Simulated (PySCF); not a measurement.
# Calculated properties of `O=COCC1CC1`

Species: C5H8O2.
Cartesian coordinates in Å at the GFN2-xTB level; atoms count from 1:
```xyz
15
C5H8O2 angstrom
O      2.7672    0.5724    0.5101
C      2.5590   -0.5543    0.1687
O      1.5217   -1.0022   -0.5103
C      0.5125   -0.0439   -0.8669
C     -0.4251    0.2234    0.2840
C     -1.8580    0.5596   -0.0003
C     -1.5073   -0.7670    0.5966
H      3.2372   -1.4011    0.3733
H      1.0058    0.8835   -1.1792
H     -0.0176   -0.4903   -1.7101
H      0.0533    0.7241    1.1163
H     -2.3401    1.2962    0.6231
H     -2.1772    0.5881   -1.0309
H     -1.7508   -0.9484    1.6318
H     -1.5848   -1.6436   -0.0281
```

Structural features include: ester and cyclopropane ring.

**GFN2-xTB geometry**

* Point group of the GFN2-xTB geometry: C1
* Rotational constants A, B, C of the GFN2-xTB geometry: 6.684, 1.495, 1.426 GHz

From B3LYP/def2-SVPD ground state and vertical TDDFT (core frozen in the response) (PySCF):

* Dipole moment: 2.17 D
* HOMO energy: -8.02 eV
* LUMO energy: -0.24 eV
* HOMO–LUMO gap: 7.78 eV
* Lowest singlet excitation: 5.90 eV (210 nm, f = 0.001)
* Strongest line among the 8 lowest singlet transitions: S7 at 8.11 eV (153 nm, f = 0.074)
* Lowest triplet excitation (Tamm–Dancoff): 5.36 eV
* Static isotropic polarisability: 65.3 au
* Electronic spatial extent ⟨r²⟩ about the centre of nuclear charge: 875 bohr²

Monoisotopic mass from the formula: 100.0524 u.

The principal polarisabilities are 56.2, 62.3 and 77.3 au; their mean is the isotropic value. With B = h/(8π²I), that is 505.379 GHz u Å² over I, the principal moments of inertia are 75.6, 338.1 and 354.4 u Å² (most abundant isotopes). The dipole matches unit charges of opposite sign 0.45 Å apart (1 e·Å = 4.8032 D). S1 lies 1.88 eV below the HOMO–LUMO gap; its leading configuration is HOMO→LUMO, weight 0.93. The 8 singlets span 5.90 to 8.18 eV, and their oscillator strengths add up to 0.19. The polarisability is 9.67 Å³ as a volume (1 au = 0.148185 Å³), or 1.21 au for each of the 54 electrons. The rotational constants make it an asymmetric top with κ = (2B − A − C)/(A − C) = -0.97, nearer the prolate limit (−1). The vertical singlet–triplet gap S1 − T1 is 0.54 eV (TDDFT singlet less Tamm–Dancoff triplet; S1: HOMO→LUMO, weight 0.93; T1: HOMO→LUMO, weight 0.91).

One conformer (not necessarily the lowest) at the GFN2-xTB geometry, without solvent, vibrations or thermal averaging.
